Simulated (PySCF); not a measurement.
## Which determinant of GeB lies lowest?

Unrestricted PBE0; Ge cc-pVTZ-PP with ECP10, B cc-pVTZ; scalar-relativistic core potentials (PySCF 2.14). Outer shells of the fragments: Ge 3d10 4s2 4p2; B 2s2 2p1.

Followed along the bond (rough minima from three points):

| 2Ms+1 | unpaired | ⟨S²⟩ at the start | R at minimum (Å) | Te (eV) |
| --- | --- | --- | --- | --- |
| 4 | σ ↑, π ↑↑ | 3.75 | 1.98 | 0.00 |
| 2 | σ ↓, π ↑↑ | 1.77 | 1.99 | 0.33 |
| 2 | σ ↑, π ↑↓ | 1.76 | 1.99 | 0.37 |
| 2 | σ ↑ | 0.77 | 2.01 | 1.07 |
| 2 | π ↑ | 0.76 | none in the scan | ≤ 1.12 |

Solutions found at the starting distance of 1.975 Å, counted from the lowest of them; the search is not exhaustive and high or unbound solutions are not listed, so other states can lie among these:

```tsv
2Ms+1	unpaired	term	E (eV)	⟨S²⟩	⟨Lz²⟩	μ (D)
4	σ ↑, π ↑↑	⁴Σ⁻	0.00	3.75	0.00	-0.89
2	σ ↓, π ↑↑	mixed	0.33	1.77	0.00	-0.91
2	σ ↑, π ↑↓	mixed	0.38	1.76	2.02	-0.92
2	σ ↑	mixed	1.08	0.77	2.00	-0.86
2	π ↑	²Π	1.17	0.76	1.01	-0.75
2	π ↑	²Π	1.78	0.75	1.00	-2.68
4	π ↑↑↑	⁴Π	2.91	3.83	1.01	-0.07
4	σ ↑, π ↑↑	mixed	3.01	3.76	2.01	-0.55
```

A term symbol is given only where ⟨S²⟩ and ⟨Lz²⟩ are close to those of a pure state; real π, δ and φ orbitals otherwise mix terms. A positive dipole means Ge(−)B(+).

Spin–orbit coupling is left out.
